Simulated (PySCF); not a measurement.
Species: C6H13N.
Cartesian coordinates in Å at the GFN2-xTB level; atoms count from 1:
```
atom  x, y, z in Å
C1     3.2680   -0.3364   -0.1108
C2     2.2487    0.1277    0.5879
C3     0.8997    0.4243    0.0238
C4    -0.1722   -0.4527    0.7088
N5    -1.5277   -0.3227    0.2204
C6    -2.0984    0.9928    0.4037
C7    -1.7229   -0.8094   -1.1271
H8     3.1917   -0.5177   -1.1707
H9     4.2229   -0.5472    0.3396
H10    2.3521    0.3017    1.6518
H11    0.8973    0.2388   -1.0515
H12    0.6598    1.4769    0.1975
H13   -0.1866   -0.2186    1.7781
H14    0.1134   -1.5031    0.6003
H15   -3.1727    0.9344    0.2269
H16   -1.9337    1.3165    1.4303
H17   -1.6811    1.7497   -0.2782
H18   -1.2944   -0.1516   -1.8984
H19   -1.2754   -1.7974   -1.2211
H20   -2.7936   -0.8956   -1.3144
```

The closed-shell SCF was solved with PySCF and density fitting under several settings on one GFN2-xTB geometry (grid level 2 and gas phase unless stated).

```csv
settings,basis functions,SCF cycles,E (Eh),HOMO (eV),LUMO (eV),dipole (D)
PBE0/pcSseg-1,184,13,-290.7787,-5.89,0.49,0.56
PBE0/def2-SVPD,244,13,-290.6246,-5.95,0.37,0.54
"PBE/pcSseg-1, IEF-PCM dimethylsulfoxide",184,14,-290.7400,-4.54,-0.54,0.78
"wB97X-D/pcSseg-1, level shift 0.3 Eh",184,14,-291.0404,-7.73,2.31,0.58
"X3LYP/pcSseg-1, damping 0.3 at the start, DIIS from the seventh cycle",184,12,-290.9938,-5.71,0.38,0.54
PBE0/STO-3G,48,12,-287.3029,-3.36,3.78,0.70
"PBE0/STO-3G, grid level 3, level shift 0.3 Eh",48,12,-287.3029,-3.36,3.78,0.70
LDA/pcSseg-1,184,15,-288.4562,-4.66,-0.79,0.55
```

**Question.** Estimate the row for these settings: PBE0/def2-SVPD, IEF-PCM acetonitrile, level shift 0.2 Eh.

**Answer.** 
| settings | basis functions | SCF cycles | E (Eh) | HOMO (eV) | LUMO (eV) | dipole (D) |
| --- | --- | --- | --- | --- | --- | --- |
| PBE0/def2-SVPD, IEF-PCM acetonitrile, level shift 0.2 Eh | 244 | 12 | -290.6297 | -5.94 | 0.40 | 0.85 |

**Question.** Over all rows, what range does the HOMO–LUMO gap span?

**Answer.** From 3.87 eV (LDA/pcSseg-1) to 10.04 eV (wB97X-D/pcSseg-1, level shift 0.3 Eh). The functional of the narrowest has no exact exchange, that of the widest range-separated exact exchange.

**Question.** And the dipole moment?

**Answer.** From 0.54 D to 0.85 D; the largest is 1.57 times the smallest, and the median is 0.58 D.

**Question.** Compare two rows with the functional PBE0: PBE0/STO-3G and PBE0/pcSseg-1. Which energy is lower, and by how much?

**Answer.** PBE0/pcSseg-1 (184 functions) lies 3.4758 Eh or 2181 kcal/mol below PBE0/STO-3G (48 functions).

wB97X-D ran without the empirical dispersion term, which would shift the total energy alone. Cycle counts include a coarse-grid stage where the run had one. The structure is a single GFN2-xTB conformer; no vibrational corrections.
